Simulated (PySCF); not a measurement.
## Excitation energy of He by level of theory

He 1s2 (1S) → He 1s1 2p1 (3P), as a difference of total energies. All numbers are calculated (PySCF 2.14, scalar relativity by spin-free X2C-1e, in dyall-acv3z (10s3p2d, 29 functions)). Correlated levels: valence: nothing frozen; virtual orbitals above 40 to 60 times the deepest correlated orbital energy dropped. The calculations carry no spin-orbit coupling.

Q: Order these methods by the excitation energy they give, lowest first.
A. UHF
B. MP2 (valence)
C. SCS-MP2 (valence)
D. CCSD (valence)

A: A (188150 cm⁻¹), B (194950 cm⁻¹), D (196010 cm⁻¹), C (196910 cm⁻¹).

Errors of the correlated levels include the incompleteness of this basis.

Every method misses the reference by a wide margin, which points to the basis or the choice of state and not to the methods.

The promoted electron is Rydberg-like, and one or two diffuse shells describe it only roughly, which tends to raise the upper state.

With two correlated electrons CCSD is exact in that space.

For comparison: 169090 cm⁻¹ (measured; NIST levels, between the centres of gravity of the two terms).
